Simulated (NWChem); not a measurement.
System: C$_{2}$H$_{3}$AlBrF; SMILES C=[CH][Al]([F])[Br]

```xyz
8

Al    -0.5976    -0.6926     0.0000
F     -2.2622    -0.8801     0.0000
Br     0.2174     1.4168     0.0000
C      0.6008    -2.2091     0.0000
C      1.9422    -2.0394     0.0000
H      0.2099    -3.2442     0.0000
H      2.6461    -2.8920     0.0000
H      2.4046    -1.0358     0.0000
```
Atoms are numbered in this order, from 1.

All runs: NWChem. Coordinates come from a PBE-D3(BJ)/def2-SVP optimisation. Total energies compare along this basis series because the functional is fixed.

```
level              basis functions  energy (Ha)  highest occupied level (eV)  orbital gap (eV)  dipole (D)
-----------------  ---------------  -----------  ---------------------------  ----------------  ----------
B3LYP/cc-pVDZ                  102   -2994.5906                        -8.06              6.38        2.42
B3LYP/aug-cc-pVDZ              159   -2994.6143                        -8.22              6.31        2.47
B3LYP/cc-pVTZ                  209   -2994.7481                        -8.18              6.38        2.38
```
